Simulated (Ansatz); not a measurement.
Several settings on one geometry of `Sc1cc2sc(-c3cc4sc(-c5cc6sc(-c7cc8sc(S)cc8s7)cc6s5)cc4s3)cc2s1` (that of the charge 0 singlet, PBE-D4/def2-SVP). Ansatz on 2 threads of AMD EPYC 7R13 on a shared host and a share (18 GiB) of an NVIDIA H100 80GB HBM3; times are rough.

```xyz
44

S    13.172    0.042   -0.477
C    11.411    0.047   -0.503
C    10.584   -1.059   -0.355
C     9.217   -0.678   -0.299
S     7.708   -1.533   -0.150
C     6.791   -0.026   -0.276
C     5.349   -0.043   -0.216
C     4.493    1.030    0.044
C     3.136    0.635    0.008
S     1.613    1.446    0.245
C     0.719   -0.058   -0.029
C    -0.719   -0.050    0.032
C    -1.570    1.029    0.285
C    -2.929    0.641    0.264
S    -4.447    1.463    0.495
C    -5.349   -0.035    0.221
C    -6.789   -0.019    0.280
C    -7.638    1.081    0.421
C    -9.001    0.694    0.428
S   -10.522    1.531    0.561
C   -11.412    0.006    0.491
S   -13.172   -0.017    0.463
C   -10.572   -1.091    0.340
C    -9.209   -0.696    0.301
S    -7.689   -1.537    0.171
C    -4.500   -1.115   -0.030
C    -3.139   -0.729   -0.004
S    -1.621   -1.551   -0.233
C     1.576   -1.131   -0.288
C     2.934   -0.735   -0.267
S     4.457   -1.542   -0.510
C     7.626    1.083   -0.413
C     8.994    0.711   -0.414
S    10.506    1.564   -0.555
H    13.373    0.451   -1.767
H    10.971   -2.085   -0.302
H     4.854    2.041    0.273
H    -1.204    2.047    0.473
H    -7.272    2.113    0.499
H   -13.379    0.370    1.758
H   -10.948   -2.120    0.276
H    -4.868   -2.130   -0.230
H     1.216   -2.150   -0.482
H     7.248    2.107   -0.527
```

Totals from different functionals, basis sets or treatments of relativity can't be compared as stabilities.

LC-ωPBE has ω = 0.4 bohr⁻¹.

The spins typed aren't always the lowest for that charge.

(1) Give the basis size and estimate the energy, ⟨S²⟩ and time of these runs.

| run | method | charge | state | further keys |
| --- | --- | --- | --- | --- |
| 1 | UKS B3LYP5/6-31G | 1 | doublet | point_charges: [{charge: -1.00, position_ang: [17.093, 0.439, -0.369]}]; forces asked |
| 2 | UKS revPBE-D3(BJ)/def2-SVP | 1 | doublet | fitting: {mean_field: def2-universal-jkfit}; scf: {lower_state_search: off}; forces asked |
| 3 | RKS B97M-V/6-31G | 0 | singlet | scf: {omitted_lower_state_checks: [starts]} |
| 4 | RKS LC-ωPBE/6-31G | 0 | singlet | forces asked |

Answers

(1) 
```csv
run,functions,energy (Eh),⟨S²⟩,wall time
1,366,-4900.4707,0.77,20 s
2,566,-4899.6306,0.75,13 s
3,366,-4900.8114,–,10 s
4,366,-4899.7824,–,15 s
```
